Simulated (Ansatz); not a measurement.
Consider the cleavage of the Si–Ge bond: `B[SiH2][GeH2][SiH3]` + NH₃ → `B[SiH2]N` + `[SiH3][GeH3]`.

Gas-phase electronic energies from Ansatz, PBE0-D4/def2-TZVP geometries. CBS: MP2 limit from def2 TZ/QZ plus the TZ coupled-cluster correction, frozen cores. This one scheme is used for every species. Functionals use def2-TZVPP. B3LYP here is the variant with VWN-RPA as its local correlation; programs differ in this. For Ge outer-core shells are correlated without core-valence functions, which leaves a few kJ/mol of doubt a bond. Scalar relativity is left out up to krypton. Each species was taken in one conformer, which may not be the lowest.

Question: Is it downhill or uphill in electronic energy at CCSD(T)/CBS, and by how much? (Best estimate.)

Answer: Ansatz gave: Downhill: ΔE = -5.2 kJ/mol.

Question: What do these levels give: LDA (SPW92), B97M-V, CAM-B3LYP-D4, ωB97X-V, ωB97M-V, PBE, r2SCAN, B3LYP, RPA@PBE/def2-TZVPP, CCSD/def2-TZVPP, SCS-MP2/def2-QZVPP, HF/CBS(def2)? (Estimate.)

Answer: Computed: LDA (SPW92) 0.9, B97M-V -10.1, CAM-B3LYP-D4 -17.2, ωB97X-V -12.6, ωB97M-V -11.7, PBE 4.3, r2SCAN -3.8, B3LYP -14.8, RPA@PBE/def2-TZVPP -7.4, CCSD/def2-TZVPP -10.9, SCS-MP2/def2-QZVPP -14.8, HF/CBS(def2) -38.0 kJ/mol.

Largest T1 diagnostic among the species: 0.013.

From PBE to PBE0 (25 % exact exchange), in def2-TZVPP and without D4, ΔE moves by −5.9 kJ/mol. The D4 term adds +8.1 kJ/mol with B3LYP and +5.0 kJ/mol with PBE0; it sums over pairs of atoms, weighted by their polarisabilities, and B3LYP, whose exchange is more repulsive, gets the larger term. Leaving LDA and LC-ωPBE aside and taking each functional with its dispersion term where it has one, the values, not all of them listed here, spread over 26.6 kJ/mol, from CAM-B3LYP-D4 to PBE-D4. LDA lies −3.4 kJ/mol from PBE without D4.
